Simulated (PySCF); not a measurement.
**Nuclear quadrupole coupling in `C/C=C(\CCOC)C(=O)O`**

C₇H₁₂O₃.
Geometry (GFN2-xTB, Å), atoms numbered from 1 in this order:
```
atom  x, y, z in Å
C1    -1.243   -1.171    1.708
C2    -1.667   -0.111    0.754
C3    -1.162    0.063   -0.472
C4    -0.079   -0.784   -1.083
C5     1.306   -0.188   -0.829
O6     1.636   -0.331    0.537
C7     2.845    0.292    0.877
C8    -1.628    1.170   -1.328
O9    -1.182    1.427   -2.422
O10   -2.621    1.906   -0.792
H11   -1.559   -0.925    2.718
H12   -0.162   -1.287    1.685
H13   -1.695   -2.125    1.434
H14   -2.445    0.561    1.086
H15   -0.232   -0.817   -2.162
H16   -0.112   -1.795   -0.679
H17    2.054   -0.708   -1.448
H18    1.310    0.875   -1.110
H19    2.802    1.373    0.694
H20    3.003    0.111    1.938
H21    3.684   -0.126    0.306
H22   -2.862    2.610   -1.414
```

Field gradients from the PBE0/pcSseg-1 density (PySCF, non-relativistic), principal values in atomic units, ordered |Vxx| ≤ |Vyy| ≤ |Vzz|:

```json
{"atom": "O6", "Vxx": "0.0730", "Vyy": "1.9855", "Vzz": "-2.0585"}
{"atom": "O9", "Vxx": "0.7086", "Vyy": "0.8719", "Vzz": "-1.5805"}
{"atom": "O10", "Vxx": "-0.4011", "Vyy": "-1.2700", "Vzz": "1.6710"}
```

Task: Find the asymmetry η = (Vxx − Vyy)/Vzz and the couplings χ = eQV/h (234.96 MHz × Q in barn × V in au), with Q(17O) = −0.0256 b.

Result: 
| atom | environment | nucleus | η | χzz (MHz) | χxx (MHz) | χyy (MHz) |
| --- | --- | --- | --- | --- | --- | --- |
| O6 | ether oxygen | 17O | 0.93 | 12.38 | -0.44 | -11.94 |
| O9 | acid carbonyl oxygen | 17O | 0.10 | 9.51 | -4.26 | -5.24 |
| O10 | acid hydroxyl oxygen | 17O | 0.52 | -10.05 | 2.41 | 7.64 |

At O6 η is above 0.9: Vyy and Vzz are nearly equal in size and opposite in sign, so a small change could swap them and flip the sign of χzz. The tensor is traceless: Vxx + Vyy + Vzz = 0.

Task: What is Vzz at O9 in SI units (1 au = 9.71736 × 10²¹ V/m²)?

Result: -1.5805 au = -15.359 × 10²¹ V/m².

Task: And the gradient at the other heavy atoms, for which no coupling is worked out here?

Result: 
```
atom                      environment  Vzz (au)     η
  C1                   allylic carbon    -0.085  0.89
  C2                 alkene CH carbon     0.434  0.25
  C3  fully substituted alkene carbon    -0.203  0.81
  C4                   allylic carbon    -0.095  0.74
  C5       sp3 carbon bound to oxygen     0.358  0.20
  C7                   methoxy carbon     0.367  0.09
  C8           carboxylic acid carbon    -0.421  0.91
```

Task: What couplings would deuterons (Q(2H) = 0.00286 b) have in place of the hydrogens, at this geometry?

Result: 
```json
{"atom": "H11", "bonded to": "C1", "bond length (Å)": "1.086", "Vzz (au)": "0.3165", "η": "0.03", "χzz (kHz)": "213"}
{"atom": "H12", "bonded to": "C1", "bond length (Å)": "1.087", "Vzz (au)": "0.3019", "η": "0.03", "χzz (kHz)": "203"}
{"atom": "H13", "bonded to": "C1", "bond length (Å)": "1.091", "Vzz (au)": "0.3113", "η": "0.02", "χzz (kHz)": "209"}
{"atom": "H14", "bonded to": "C2", "bond length (Å)": "1.081", "Vzz (au)": "0.3176", "η": "0.04", "χzz (kHz)": "213"}
{"atom": "H15", "bonded to": "C4", "bond length (Å)": "1.091", "Vzz (au)": "0.2997", "η": "0.05", "χzz (kHz)": "201"}
{"atom": "H16", "bonded to": "C4", "bond length (Å)": "1.089", "Vzz (au)": "0.3088", "η": "0.03", "χzz (kHz)": "208"}
{"atom": "H17", "bonded to": "C5", "bond length (Å)": "1.102", "Vzz (au)": "0.2810", "η": "0.07", "χzz (kHz)": "189"}
{"atom": "H18", "bonded to": "C5", "bond length (Å)": "1.100", "Vzz (au)": "0.2796", "η": "0.06", "χzz (kHz)": "188"}
{"atom": "H19", "bonded to": "C7", "bond length (Å)": "1.097", "Vzz (au)": "0.2890", "η": "0.08", "χzz (kHz)": "194"}
{"atom": "H20", "bonded to": "C7", "bond length (Å)": "1.088", "Vzz (au)": "0.3073", "η": "0.07", "χzz (kHz)": "206"}
{"atom": "H21", "bonded to": "C7", "bond length (Å)": "1.098", "Vzz (au)": "0.2889", "η": "0.08", "χzz (kHz)": "194"}
{"atom": "H22", "bonded to": "O10", "bond length (Å)": "0.970", "Vzz (au)": "0.4355", "η": "0.10", "χzz (kHz)": "293"}
```

One conformer (not necessarily the lowest) at the GFN2-xTB geometry, without solvent, vibrations or thermal averaging. GFN2-xTB bond lengths can be off by several hundredths of an ångström, more for odd bonds, and the gradients follow them. With a basis this small, the couplings can be 20 % off.
